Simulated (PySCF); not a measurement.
C₂H₆OS, charge +1, doublet, geometry from GFN2-xTB (a state made from the parent by changing its charge; the spin is typed, not shown lowest). Base run: R2SCAN/6-31G in PySCF.

Input for PySCF:
```python
from pyscf import gto, scf, dft

mol = gto.Mole()
mol.atom = '''
    C    -1.309560    0.641654   -0.781884
    S     0.005058   -0.416698   -0.079591
    C     1.544921    0.562567   -0.186408
    O    -0.289887   -0.665127    1.301266
    H    -2.257560    0.110577   -0.726319
    H    -1.067453    0.860843   -1.816880
    H    -1.374494    1.551658   -0.186786
    H     1.414877    1.474374    0.395107
    H     2.362136   -0.017419    0.237400
    H     1.748490    0.782823   -1.229443
'''
mol.basis = '6-31g'
mol.charge = 1
mol.spin = 1
mol.verbose = 4
mol.symmetry = True
mol.build()

mf = dft.UKS(mol)
mf.xc = 'r2scan'
mf.kernel()
mf.analyze()
```

Each row names what was changed in the base input (with any setting that the change needs).

```json
[
 {"change": "base", "ΔE vs base (eV)": "0.00", "point group used": "Cs", "SCF cycles": "11"},
 {"change": "irrep_nelec = A':(15, 13) A\":(6, 7)", "ΔE vs base (eV)": "8.26", "point group used": "Cs", "SCF cycles": "14"},
 {"change": "irrep_nelec = A':(13, 13) A\":(8, 7)", "ΔE vs base (eV)": "7.86", "point group used": "Cs", "SCF cycles": "13"},
 {"change": "symmetry = off", "ΔE vs base (eV)": "0.00", "point group used": "C1", "SCF cycles": "11"}
]
```

Open shells are given as the SCF converged; they aren't shown to be the lowest states, and a large step between rows can be another state.
